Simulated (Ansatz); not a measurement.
Computed with Ansatz on PBE0-D4/def2-TZVP structures; ΔE is electronic, products minus reactants. CCSD(T)/CBS adds triple-zeta CCSD(T) − MP2 to the extrapolated MP2 energy (def2 sets, frozen cores). This one scheme is used for every species. DFT in def2-TZVPP. B3LYP here is the variant with VWN-RPA as its local correlation; programs differ in this. Elements past krypton have def2 core potentials. For Sn outer-core shells are correlated without core-valence functions, which leaves a few kJ/mol of doubt a bond. One conformer a species, not always the lowest.

Reaction (hydrogenolysis of the Sn–Si bond): `[OH][SnH]([Cl])[SiH2]F` + H₂ → `[OH][SnH2][Cl]` + `F[SiH3]`

`[OH][SnH]([Cl])[SiH2]F`:

Z-matrix (Å, degrees):
```
Sn
Cl 1 2.348
Si 1 2.578 2 101.1
O 1 1.958 2 106.2 3 118.3
H 1 1.699 2 108.1 3 -131.1
F 3 1.601 1 110.1 2 -176.5
H 3 1.482 1 109.7 2 -57.0
H 3 1.483 1 108.8 2 64.4
H 4 0.960 1 113.6 2 -53.6
```

H₂:

```xyz
2

H     0.263   -0.174   -0.199
H    -0.263    0.174    0.199
```

`[OH][SnH2][Cl]`:

```xyz
6

O     0.370    0.262   -1.477
Sn    0.036    0.220    0.446
Cl   -1.811   -1.163    0.776
H     0.457   -0.609   -1.872
H     1.330   -0.518    1.268
H    -0.382    1.808    0.858
```

`F[SiH3]`:

Z-matrix (Å, degrees):
```
Si
F 1 1.600
H 1 1.482 2 108.3
H 1 1.482 2 108.3 3 -120.0
H 1 1.482 2 108.3 3 120.0
```

| level | ΔE (kcal/mol) | difference from CCSD(T)/CBS |
| --- | --- | --- |
| PBE-D4 | 3.5 | 3.4 |
| B3LYP-D4 | 0.8 | 0.7 |
| ωB97X-V | -1.1 | -1.2 |
| ωB97M-V | -0.9 | -1.0 |
| B2PLYP | -1.6 | -1.7 |
| PBE | 1.9 | 1.8 |
| PBE0 | -0.2 | -0.3 |
| B3LYP | -1.7 | -1.8 |
| HF/def2-TZVPP | -8.1 | -8.2 |
| MP2/def2-TZVPP | -0.7 | -0.8 |
| CCSD/def2-TZVPP | -3.0 | -3.1 |
| MP2/def2-QZVPP | 0.4 | 0.3 |
| SCS-MP2/def2-QZVPP | -1.5 | -1.6 |
| HF/CBS(def2) | -8.1 | -8.2 |
| MP2/CBS(def2) | 1.3 | 1.2 |
| CCSD/CBS(def2) | -1.1 | -1.2 |
| CCSD(T)/CBS | 0.1 | 0 |

Largest T1 diagnostic among the species: 0.013.

The D4 term adds +2.6 kcal/mol with B3LYP and +1.5 kcal/mol with PBE0; it sums over pairs of atoms, weighted by their polarisabilities, and B3LYP, whose exchange is more repulsive, gets the larger term. In def2-TZVPP, CCSD(T) changes the Hartree–Fock value by +6.3 kcal/mol (the triples alone add +1.2 kcal/mol) and MP2 by +7.4 kcal/mol.
